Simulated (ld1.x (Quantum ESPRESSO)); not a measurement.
# Cutoff test, Xe (Z = 54), TM

xenon (Xe), norm-conserving Troullier–Martins (Kleinman–Bylander form), made with ld1.x (Quantum ESPRESSO) 7.5 (LDA (PZ), scalar-relativistic). Core [Kr] 4d10, reference 5s2 5p6. Waves: 5s (bound): rc 1.75 bohr; 5d channel at 0.5 Ry: rc 1.60 bohr; 5p (bound): rc 1.70 bohr. Local part: the p channel. Core correction: Bessel-smoothed model core inside 1.05 bohr.

The pseudo-atom Hamiltonian at the reference potential is diagonalised in spherical Bessel functions j_l(qr) that vanish at 20 bohr, with q² up to the cutoff. All-electron valence levels (Ry): 5s -1.4688, 5p -0.6166.

How do the lowest levels (Ry) of each channel move with the cutoff, and are there ghosts?

```
cutoff (Ry)     s #1     d #1     p #1    f #1  Σ f·Δε (mRy)
          8  -1.3931   0.0614  -0.5933  0.1177         291.3
         15  -1.4518   0.0612  -0.6107  0.1177          69.4
         25  -1.4569   0.0602  -0.6133  0.1177          43.4
         45  -1.4683   0.0583  -0.6162  0.1177           3.4
         60  -1.4685   0.0499  -0.6163  0.1177           2.3
         90  -1.4688  -1.4427  -0.6165  0.1177           0.3
        400  -1.4688  -4.5956  -0.6166  0.1177           0.0
```

Result: ghost state, extra bound levels that the all-electron valence spectrum of the same l lacks: d at -62.5 eV (a true bound ghost makes a file unfit for plane-wave use); 10 mRy is reached at 40 Ry and 1 mRy at 70 Ry.
